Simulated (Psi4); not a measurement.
I4Si, charge -1, doublet, geometry from GFN2-xTB (a state made from the parent by changing its charge; the spin is typed, not shown lowest) (core potentials on I) (a gas-phase anion, which may not be bound at this level); B3LYP/def2-SVP (Psi4).

Psi4 was given this input:
```
memory 2 GB

molecule mol {
-1 2
  I     2.692063   -1.285598   -0.117494
  Si    0.119470   -0.024460    0.390867
  I    -1.353361   -1.642995   -0.897413
  I    -1.718574    0.987714    2.104518
  I     0.348314    1.947341   -1.192858
}

set basis def2-svp
set reference uks

energy('b3lyp')
print_variables()
```

**Question.** What does Psi4 print? Leave out banner, timings and long lists.

**Answer.** 
```
   => Loading Basis Set <=

    Name: DEF2-SVP
    Role: ORBITAL
    Keyword: BASIS

    !!!  WARNING: ECP capability is in beta. Please check occupations closely.  !!!

         ---------------------------------------------------------
                                   SCF
               by Justin Turney, Rob Parrish, Andy Simmonett
                          and Daniel G. A. Smith
                              UKS Reference
         ---------------------------------------------------------

  ==> Geometry <==

    Molecular point group: c1
    Full point group: C1

    Geometry (in Angstrom), charge = -1, multiplicity = 2:

       Center              X                  Y                   Z               Mass
    ------------   -----------------  -----------------  -----------------  -----------------
         I            2.693299845267    -1.285851439859    -0.113447566746   126.904471900000
         SI           0.120706845267    -0.024713439859     0.394913433254    27.976926534650
         I           -1.352124154733    -1.643248439859    -0.893366566746   126.904471900000
         I           -1.717337154733     0.987460560141     2.108564433254   126.904471900000
         I            0.349550845267     1.947087560141    -1.188811566746   126.904471900000

  Running in c1 symmetry.

  Rotational constants: A =      0.01007  B =      0.00663  C =      0.00584 [cm^-1]
  Rotational constants: A =    301.97984  B =    198.67371  C =    175.19719 [MHz]
  Nuclear repulsion =  746.715431644327509

  Charge       = -1
  Multiplicity = 2
  Electrons    = 115
  Nalpha       = 58
  Nbeta        = 57

  ==> Algorithm <==

  SCF Algorithm Type is DF.
  DIIS enabled.
  MOM disabled.
  Fractional occupation disabled.
  Guess Type is SAD.
  Energy threshold   = 1.00e-06
  Density threshold  = 1.00e-06
  Integral threshold = 1.00e-12

  ==> Primary Basis <==

  Basis Set: DEF2-SVP
    Blend: DEF2-SVP
    Number of shells: 48
    Number of basis functions: 122
    Number of Cartesian functions: 131
    Spherical Harmonics?: true
    Max angular momentum: 2

  Core potential: DEF2-SVP
    Number of shells: 16
    Number of ECP primitives: 116
    Number of ECP core electrons: 112
    Max angular momentum: 3

  ==> DFT Potential <==

   => LibXC <=

    Version 7.1.2
    S. Lehtola, C. Steigemann, M. J. T. Oliveira, and M. A. L. Marques,  SoftwareX 7, 1–5 (2018) (10.1016/j.softx.2017.11.002)

   => Composite Functional: B3LYP <=

[...]
      Ntotal   =  114.9999828647 ; deviation = -1.714e-05

   @Spin Contamination Metric:   4.306071342E-03
   @S^2 Expected:                7.500000000E-01
   @S^2 Observed:                7.543060713E-01
   @S   Expected:                5.000000000E-01
   @S   Observed:                5.000000000E-01

    Orbital Energies [Eh]
    ---------------------

    Alpha Occupied:

[...]
      58A     -0.066628

    Alpha Virtual:

[...]
     122A     56.009237

    Beta Occupied:

[...]
    Beta Virtual:

[...]
    Final Occupation by Irrep:
              A
    DOCC [    57 ]
    SOCC [     1 ]
    NA   [    58 ]
    NB   [    57 ]

  @DF-UKS Final Energy: -1480.81388723062105

   => Energetics <=

    Nuclear Repulsion Energy =            746.7154316443275093
    One-Electron Energy =               -3982.8778429751027943
    Two-Electron Energy =                1844.7765060844515119
    DFT Exchange-Correlation Energy =     -89.4279819842972898
    Empirical Dispersion Energy =           0.0000000000000000
    VV10 Nonlocal Energy =                  0.0000000000000000
    Total Energy =                      -1480.8138872306210487

  UHF NO Occupations:
  HONO-2 :   56  A 1.9992553
  HONO-1 :   57  A 1.9987957
  HONO-0 :   58  A 1.0000000
  LUNO+0 :   59  A 0.0012043
  LUNO+1 :   60  A 0.0007447
  LUNO+2 :   61  A 0.0000555
  LUNO+3 :   62  A 0.0000466

Computation Completed

Properties will be evaluated at   0.000000,   0.000000,   0.000000 [a0]

Properties computed using the SCF density matrix

 Multipole Moments:

 ------------------------------------------------------------------------------------
     Multipole            Electronic (a.u.)      Nuclear  (a.u.)        Total (a.u.)
 ------------------------------------------------------------------------------------

 L = 1.  Multiply by 2.5417464519 to convert [e a0] to [Debye]
 Dipole X            :         -2.4815477            1.9362708           -0.5452769
 Dipole Y            :          0.6305634           -0.3964308            0.2341326
 Dipole Z            :         -6.6295464            6.3348465           -0.2946999
 Magnitude           :                                                    0.6625655

 ------------------------------------------------------------------------------------

  Variable Map:
  ----------------------------------------------------------------------------
[...]
  Array Variable Map:
  ----------------------------------------------------------------------------
[...]
[...]
```
